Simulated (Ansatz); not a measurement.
Cost and result for the atomization energy of Cl₂GeH₂O₂, SMILES `[OH][Ge]([OH])([Cl])[Cl]` (7 atoms, 6 bonds).

The species carries charge 0 and has multiplicity 1. Correlated methods include outer-core shells of Ge, which these sets cover unevenly. Scalar relativity is left out up to krypton. The geometry is a stationary point of PBE0-D4/def2-TZVP. It is one conformer, not always the lowest. Program: Ansatz. All runs use 4 threads of an Arm Neoverse V1 on a shared host. Times are those of one run each, without the atoms' runs, and a repeat can differ threefold. Electronic energies, without spin–orbit coupling; frozen cores. CCSD(T)/CBS adds CCSD(T) − MP2 in def2-TZVPP to the MP2 limit, and its time is that of the two runs behind it. T1 = 0.011. With those shells the extrapolation isn't a true limit.

CCSD(T)/CBS is a level of theory with its own doubt, some kJ/mol a heavy atom from the limit and from the frozen cores, so smaller differences don't rank the functionals.

```csv
level,functions,wall time
LDA (SPW92)/def2-TZVPP,222,1.4 s
revPBE-D4/def2-TZVPP,222,2.3 s
BLYP-D4/def2-TZVPP,222,2.5 s
PBE-D4/def2-TZVPP (with forces),222,2.7 s
BHLYP-D4/def2-TZVPP,222,4.2 s
CAM-B3LYP-D4/def2-TZVPP,222,4.6 s
r2SCAN-D4/def2-TZVPP (with forces),222,5.5 s
B2PLYP/def2-TZVPP,222,6 s
CCSD(T)/def2-SVP,106,6.5 s
ωB97M-V/def2-TZVPP (with forces),222,14 s
MP2/def2-QZVPP,403,20 s
CCSD(T)/def2-TZVPP,222,3 min
CCSD(T)/CBS(def2),–,3.3 min
```

Problem. What atomization energy does each give, and how far from CCSD(T)/CBS? (An estimate is asked.)

Solution. Ansatz gave: 
| level | atomization (kJ/mol) | difference from CCSD(T)/CBS | per bond |
| --- | --- | --- | --- |
| LDA (SPW92)/def2-TZVPP | 2811.4 | 407.8 | 68.0 |
| revPBE-D4/def2-TZVPP | 2349.1 | -54.5 | -9.1 |
| BLYP-D4/def2-TZVPP | 2352.5 | -51.1 | -8.5 |
| PBE-D4/def2-TZVPP (with forces) | 2433.7 | 30.1 | 5.0 |
| BHLYP-D4/def2-TZVPP | 2240.2 | -163.4 | -27.2 |
| CAM-B3LYP-D4/def2-TZVPP | 2361.0 | -42.6 | -7.1 |
| r2SCAN-D4/def2-TZVPP (with forces) | 2401.6 | -2.0 | -0.3 |
| B2PLYP/def2-TZVPP | 2339.9 | -63.7 | -10.6 |
| CCSD(T)/def2-SVP | 2172.2 | -231.4 | -38.6 |
| ωB97M-V/def2-TZVPP (with forces) | 2385.1 | -18.5 | -3.1 |
| MP2/def2-QZVPP | 2476.3 | 72.7 | 12.1 |
| CCSD(T)/def2-TZVPP | 2329.6 | -74.0 | -12.3 |
| CCSD(T)/CBS(def2) | 2403.6 | 0.0 | 0.0 |

From PBE to PBE0 (25 % exact exchange), in def2-TZVPP and without D4, the atomization energy moves by −69.0 kJ/mol: exact exchange takes away binding that semilocal exchange gives to molecules. The D4 term adds +33.3 kJ/mol with B3LYP and +17.4 kJ/mol with PBE0; it sums over pairs of atoms, weighted by their polarisabilities, and B3LYP, whose exchange is more repulsive, gets the larger term. Leaving LDA and LC-ωPBE aside and taking each functional with its dispersion term where it has one, the values spread over 193.5 kJ/mol, from BHLYP-D4 to PBE-D4. LDA lies +398.0 kJ/mol from PBE without D4, its usual overbinding.

B3LYP here is the variant with VWN-RPA as its local correlation; programs differ in this.
